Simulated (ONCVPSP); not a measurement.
**Transferability test, ONCV potential for titanium**

ONCVPSP 4.0.1 input, shortened (lines: element, Z, core and valence counts, functional; n l f; lmax; l rc ep ncon nbas qcut; lloc lpopt rc5 dvloc0; l nproj debl; icmod fcfact rcfact), LDA (Perdew-Wang 92), scalar-relativistic:

```
  Ti 22.00    3    4  -001012      upf
    1    0    2.00
    2    0    2.00
    2    1    6.00
    3    0    2.00
    3    1    6.00
    3    2    2.00
    4    0    2.00
    2
    0    1.55    0.00    3    7    8.80
    1    1.25    0.00    4    9   12.40
    2    1.25    0.00    3    7    7.60
    4    5    0.85    0.00
    0    2    1.10
    1    1    0.60
    2    2    3.60
    3    2.25    1.35
```

Energies are relative to the spin-unpolarised reference configuration 3s2 3p6 3d2 4s2; without spin polarisation the order of configurations can differ from experiment.

| valence configuration | charge | ΔE all-electron (eV) | error AE − PS (meV) |
| --- | --- | --- | --- |
| 3s2 3p6 3d1 4s0 | +3 | 48.516 | +13 |
| 3s2 3p6 3d2 4s1 4p1 | 0 | 3.134 | +10 |

Task: What are ΔE and the potential's error for 3s2 3p6 3d2 4s0?

Result: ΔE = 21.322 eV all-electron; the error (AE − PS) is -1.2 meV.

Task: What are ΔE and the potential's error for 3s2 3p6 3d2 4s1?

Result: ΔE = 7.529 eV all-electron; the error (AE − PS) is -0.4 meV.
